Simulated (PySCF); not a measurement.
Two species compared at the same levels of theory.

First species: C5H11OPSi.
SMILES: `CCP1C([SiH3])=C1OC`

Second species: C₇H₄F₃N.
SMILES: `FC(F)=C(F)c1ccccn1`

Levels: PBE0/pcSseg-1 for dipole moment, HOMO energy, LUMO energy and HOMO–LUMO gap; GFN2-xTB for rotational constant A and rotational constant C. Geometries: GFN2-xTB. Each species is one conformer at its optimised geometry, gas phase, non-relativistic unless stated. Electronic properties by PySCF.

Dipoles, sizes and rotational constants follow the conformer. The torsions of the flexible species, by atom-mapped SMILES:
- `[CH3:1][CH2:2][P:3]1[C:4]([SiH3:5])=[C:6]1[O:7][CH3:8]`: C1–C2–P3–C4 -83°, C4–C6–O7–C8 -179°
- `[F:1][C:2]([F:3])=[C:4]([F:5])[c:6]1[cH:7][cH:8][cH:9][cH:10][n:11]1`: C2–C4–C6–C7 180°

Task: Which has the higher dipole moment?

Result: The second: 3.03 D against 2.22 D, a difference of 0.81 D.

Task: Which of the two has the higher rotational constant A, and by how much?

Result: The second: 2.453 GHz against 1.344 GHz, a difference of 1.109 GHz.

Task: Which of the two has the higher rotational constant C, and by how much?

Result: The first: 0.705 GHz against 0.569 GHz, a difference of 0.136 GHz.

Task: Which of the two has the higher HOMO energy, and by how much?

Result: The first: -6.18 eV against -6.95 eV, a difference of 0.77 eV.

Task: Which has the higher LUMO energy?

Result: The first: -0.09 eV against -1.50 eV, a difference of 1.41 eV.

Task: Which has the higher HOMO–LUMO gap?

Result: The first: 6.09 eV against 5.45 eV, a difference of 0.64 eV.

On the first: A dipole of 2.22 D is allowed in C1, and pure rotational transitions are dipole-allowed. In atomic units the dipole is 0.88 e·bohr (1 au = 2.5417 D).

On the second: In atomic units the dipole is 1.19 e·bohr (1 au = 2.5417 D). A dipole of 3.03 D is allowed in Cs, and pure rotational transitions are dipole-allowed.
